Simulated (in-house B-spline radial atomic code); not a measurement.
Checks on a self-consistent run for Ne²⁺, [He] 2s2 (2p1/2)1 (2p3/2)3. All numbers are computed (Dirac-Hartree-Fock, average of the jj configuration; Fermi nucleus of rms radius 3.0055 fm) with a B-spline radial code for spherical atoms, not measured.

| orbital | q | ε (Eh) | <1/r> | <r²> | small-component weight |
| --- | --- | --- | --- | --- | --- |
| 1s1/2 | 2 | -34.68881 | 9.64901 | 0.0332718 | 0.0012351 |
| 2s1/2 | 2 | -3.41920 | 1.75213 | 0.815232 | 0.00015986 |
| 2p1/2 | 1 | -2.52449 | 1.64386 | 0.808314 | 0.00014524 |
| 2p3/2 | 3 | -2.48187 | 1.63454 | 0.819525 | 0.000144 |

Electron-electron repulsion V_ee = 40.2784 hartree.

Problem. What total energy follows from the eigenvalues?

Solution. The eigenvalues count the repulsion twice, so E = Σqε - V_ee = -86.186 - 40.278 = -126.465 hartree; the run printed -126.465.

Problem. Does the Dirac virial theorem hold?

Solution. For a point nucleus E = -2c²Σq·w, with w the small-component weight. Here Σq·w = 0.0033672 and c = 137.0360, so the ratio E/(-2c²Σq·w) is 1.000001.

Problem. What diamagnetic shielding (Lamb formula) and susceptibility (Langevin formula) do the radii give?

Solution. σ = (α²/3)Σq<1/r> = 29.3498/(3·137.036²) = 520.97 ppm, and χ = -0.79199×10⁻⁶·Σq<r²> = -3.931×10⁻⁶ cm³/mol with Σq<r²> = 4.9639 bohr². Both are non-relativistic formulas without the paramagnetism of open shells.
